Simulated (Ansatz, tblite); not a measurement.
Forces on [TcS4]- (TcS₄⁻) at its PBE0-D4/def2-SVPD geometry. Charge -1, multiplicity 1.

In the def2 sets Tc takes a core potential; there is no spin–orbit coupling. The xTB rows come from tblite. The restricted singlet is unstable towards broken spin symmetry in Hartree–Fock (as tested in another run); at LDA (SPW92)/def2-TZVPD, PBE-D4/def2-TZVPD this wasn't settled.

GFN2-xTB (tblite), largest force 1.02 eV/Å:

```xyz
5
positions Å, forces eV/Å
Tc    0.000    0.000    0.000    0.000    0.000    0.000
S     0.831   -1.702   -0.956    0.398   -0.816   -0.458
S     1.151    0.479    1.718    0.551    0.229    0.823
S    -1.997   -0.420    0.581   -0.957   -0.201    0.278
S     0.016    1.643   -1.342    0.007    0.787   -0.643
```

LDA (SPW92)/def2-TZVPD (Ansatz), largest force 0.07 eV/Å:

```
Tc 0.000 0.000 0.000
S -0.028 0.057 0.032
S -0.039 -0.016 -0.058
S 0.067 0.014 -0.020
S -0.001 -0.055 0.045
```

PBE-D4/def2-TZVPD (Ansatz), largest force 0.51 eV/Å:

```
Tc 0.000 0.000 0.000
S 0.201 -0.412 -0.231
S 0.278 0.116 0.416
S -0.483 -0.101 0.141
S 0.004 0.398 -0.325
```
